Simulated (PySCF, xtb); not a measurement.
GeHF2Cl, SMILES [F][GeH]([F])[Cl].

xtb 6.7.1 with GFN2-xTB at its own geometry gives an orbital gap of 7.10 eV and a dipole moment of 3.07 D.

Geometry: B3LYP-D3(BJ)/def2-SVP.

What does B3LYP/def2-TZVPD (PySCF) give? (The exact figures need the calculation; the answer reports its results.)

gap 8.17 eV (levels -9.74 and -1.57 eV), dipole 2.24 D.
